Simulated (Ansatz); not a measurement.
Consider the redistribution: `OB(Cl)C[SiH3]` + `[O]=[Mo]([F])(=[S])[Cl]` → `FB(Cl)C[SiH3]` + `[O]=[Mo]([OH])(=[S])[Cl]`.

Program: Ansatz. Geometries: PBE0-D4/def2-TZVP. ΔE: electronic, gas phase. CCSD(T)/CBS is the MP2 limit (def2-TZVPP, def2-QZVPP) plus CCSD(T) − MP2 in def2-TZVPP, frozen cores. Functionals use def2-TZVPP. B3LYP here is the variant with VWN-RPA as its local correlation; programs differ in this. Elements past krypton have def2 core potentials. For Mo outer-core shells are correlated without core-valence functions, which leaves a few kJ/mol of doubt a bond. Each species was taken in one conformer, which may not be the lowest.

`OB(Cl)C[SiH3]`:

Z-matrix (Å, degrees):
```
C
Si 1 1.884
B 1 1.548 2 112.0
H 1 1.094 2 107.2 3 121.3
H 1 1.093 2 106.4 3 -122.0
H 2 1.487 1 110.3 3 -58.4
H 2 1.487 1 109.8 3 -178.2
H 2 1.486 1 110.4 3 61.8
Cl 3 1.784 1 120.4 2 -82.4
O 3 1.349 1 121.0 2 95.5
H 10 0.962 3 113.5 1 -177.6
```

`[O]=[Mo]([F])(=[S])[Cl]`:

Z-matrix (Å, degrees):
```
Mo
O 1 1.659
S 1 2.094 2 107.2
Cl 1 2.235 2 108.8 3 117.1
F 1 1.834 2 110.3 3 -119.2
```

`FB(Cl)C[SiH3]`:

Cartesian coordinates in Å:
```
F -1.307 0.827 -1.915
B -1.153 -0.113 -0.999
Cl -1.522 -1.761 -1.495
C -0.626 0.222 0.411
Si 1.252 0.039 0.514
H -0.859 1.257 0.678
H -1.039 -0.451 1.167
H 1.711 0.449 1.867
H 1.639 -1.373 0.273
H 1.905 0.903 -0.502
```

`[O]=[Mo]([OH])(=[S])[Cl]`:

Cartesian coordinates in Å:
```
O 1.882 0.246 0.534
Mo 0.239 0.121 0.312
O -0.108 -0.096 -1.498
S -0.461 -1.548 1.380
Cl -0.766 1.966 1.110
H -0.785 -0.689 -1.838
```

**Question.** Is it downhill or uphill in electronic energy at CCSD(T)/CBS, and by how much? (Estimate.)

**Answer.** Computed: Uphill: ΔE = +0.11 eV.

**Question.** What do these levels give: ωB97X-V, ωB97M-V, PBE, B3LYP, CCSD/def2-TZVPP, CCSD(T)/def2-TZVPP? (An estimate is asked.)

**Answer.** Computed: ωB97X-V 0.14, ωB97M-V 0.14, PBE 0.17, B3LYP 0.14, CCSD/def2-TZVPP 0.09, CCSD(T)/def2-TZVPP 0.09 eV.

Largest T1 diagnostic among the species: 0.024, so the coupled-cluster value is less sure than usual.

From PBE to PBE0 (25 % exact exchange), in def2-TZVPP and without D4, ΔE moves by −0.03 eV.
